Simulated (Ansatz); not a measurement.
Consider the redistribution: `N#[C][Sn]([F])([F])[F]` + `C[S][ZnH]` → `N#[C][SnH]([F])[F]` + `C[S][Zn][F]`.

Calculated with Ansatz (gas phase, PBE0-D4/def2-TZVP geometries, no zero-point term in ΔE). CBS: MP2 limit from def2 TZ/QZ plus the TZ coupled-cluster correction, frozen cores. Elements past krypton have def2 core potentials. For Sn, Zn outer-core shells are correlated without core-valence functions, which leaves a few kJ/mol of doubt a bond. Scalar relativity is left out up to krypton. One conformer a species, not always the lowest.

| species | CCSD(T)/CBS(def2) energy (Eh) |
| --- | --- |
| `N#[C][Sn]([F])([F])[F]` | -606.22625 |
| `C[S][ZnH]` | -2216.62619 |
| `N#[C][SnH]([F])[F]` | -507.00240 |
| `C[S][Zn][F]` | -2315.86770 |

Q: Work out ΔE.

A: ΔE = (-507.00240) + (-2315.86770) − (-606.22625) − (-2216.62619) = -0.01766 Eh = -46.4 kJ/mol.

Q: What do rigid-rotor, harmonic-oscillator terms from PBE0-D4/def2-TZVP frequencies (298.15 K, 1 bar) make of the CCSD(T)/CBS value? (An estimate is asked.)

A: Computed: ΔZPE = +1.8 kJ/mol, ΔH = -45.0 kJ/mol, ΔS = 9 J/(mol·K), ΔG = -47.5 kJ/mol.

Largest T1 diagnostic among the species: 0.015.

From r2SCAN to r2SCAN0 (25 % exact exchange), in def2-TZVPP and without D4, ΔE moves by −4.1 kJ/mol. In def2-TZVPP, CCSD(T) changes the Hartree–Fock value by +7.0 kJ/mol (the triples alone add +3.1 kJ/mol) and MP2 by +6.0 kJ/mol. Leaving LDA and LC-ωPBE aside and taking each functional with its dispersion term where it has one, the values, not all of them listed here, spread over 12.9 kJ/mol, from BHLYP-D4 to B97M-V. LDA lies −3.8 kJ/mol from PBE without D4.
